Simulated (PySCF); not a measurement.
# Partial charges of `C[C@@]1(C(=O)F)CC[C@@H](F)[C@H]1F`

C7H9F3O.
Structure used (GFN2-xTB), in Å, numbered top down from 1:
```xyz
20
C7H9F3O angstrom
C     -1.9987   -0.6870    0.1747
C     -0.6613    0.0323   -0.0073
C     -0.9052    1.4728   -0.3580
O     -0.5362    2.0947   -1.2912
F     -1.6571    2.0890    0.5933
C      0.2474   -0.0310    1.2360
C      1.6277    0.3533    0.7010
C      1.6656   -0.1530   -0.7501
F      2.5244   -1.2143   -0.8747
C      0.2251   -0.5939   -1.1012
F      0.1306   -1.9587   -1.0415
H     -1.8207   -1.7339    0.4057
H     -2.5877   -0.6302   -0.7381
H     -2.5612   -0.2355    0.9877
H      0.2526   -1.0581    1.6029
H     -0.0938    0.6274    2.0330
H      1.7612    1.4349    0.7168
H      2.4342   -0.1035    1.2721
H      2.0210    0.6096   -1.4505
H     -0.0730   -0.3043   -2.1137
```

Density: PBE0/pcSseg-1 (PySCF); schemes: Mulliken, IAO, Hirshfeld and ESP-fitted. Geometry: GFN2-xTB, one conformer, isolated molecule.

Question: At which atom do the 4 schemes differ most?

Answer: At C2: from -0.789 (Mulliken) to +0.124 e (ESP-fitted), 0.913 e apart.

Question: For which atoms does the sign change between the 4 schemes (beyond +0.03 e in one, beyond −0.03 e in another)?

Answer: C2.

Question: What partial charge does each atom carry?

Answer: In e:

```
atom                    environment  Mulliken     IAO  Hirshfeld  ESP-fitted
  C1                  methyl carbon    -0.097  -0.419     -0.121      -0.659
  C2  sp3 carbon next to a carbonyl    -0.789  -0.042      0.000      +0.124
  C3             acyl halide carbon    +0.695  +0.609     +0.248      +0.702
  O4                carbonyl oxygen    -0.339  -0.386     -0.210      -0.485
  F5                  acyl fluorine    -0.271  -0.288     -0.079      -0.253
  C6                ring CH2 carbon    -0.087  -0.262     -0.071      -0.177
  C7                ring CH2 carbon    -0.213  -0.295     -0.082      -0.166
  C8                 sp3 C–F carbon    +0.209  +0.160     +0.058      +0.219
  F9                 alkyl fluorine    -0.323  -0.312     -0.116      -0.253
 C10                 sp3 C–F carbon    +0.340  +0.158     +0.054      +0.216
 F11                 alkyl fluorine    -0.317  -0.308     -0.092      -0.233
 H12                methyl hydrogen    +0.137  +0.163     +0.047      +0.201
 H13                methyl hydrogen    +0.123  +0.149     +0.046      +0.179
 H14                methyl hydrogen    +0.134  +0.157     +0.044      +0.181
 H15             methylene hydrogen    +0.141  +0.151     +0.049      +0.111
 H16             methylene hydrogen    +0.140  +0.152     +0.043      +0.071
 H17             methylene hydrogen    +0.138  +0.146     +0.044      +0.062
 H18             methylene hydrogen    +0.147  +0.165     +0.051      +0.097
 H19               methine hydrogen    +0.115  +0.150     +0.045      +0.034
 H20               methine hydrogen    +0.116  +0.151     +0.042      +0.029
```

Mean size of the charges over all atoms: Mulliken 0.244 e, IAO 0.231 e, ESP-fitted 0.223 e, Hirshfeld 0.077 e. Each set sums to the total charge, 0, to within 0.001 e. The ESP scheme is a least-squares fit of atom-centred charges to the potential on four shells outside the van der Waals surface, with the total charge fixed.

Question: How closely do the schemes follow one another over all atoms?

Answer: Correlation coefficient and root-mean-square difference: IAO with Hirshfeld 0.97, 0.172 e; Hirshfeld with ESP-fitted 0.94, 0.199 e; IAO with ESP-fitted 0.94, 0.099 e; Mulliken with IAO 0.78, 0.194 e; Mulliken with Hirshfeld 0.77, 0.241 e; Mulliken with ESP-fitted 0.65, 0.250 e.

Question: How many electrons does the Hirshfeld scheme count on C10?

Answer: Z − q = 6 − (+0.054) = 5.946.

Question: Sum the charges by element, for elements with more than one atom.

Answer: 
```tsv
element	atoms	Mulliken	IAO	Hirshfeld	ESP-fitted
C	7	+0.058	-0.091	+0.086	+0.259
F	3	-0.911	-0.908	-0.286	-0.739
H	9	+1.191	+1.385	+0.411	+0.965
```

These values come from a run that also computed NMR shieldings. The run took about 2.4 min of CPU time (one thread, shared machine).
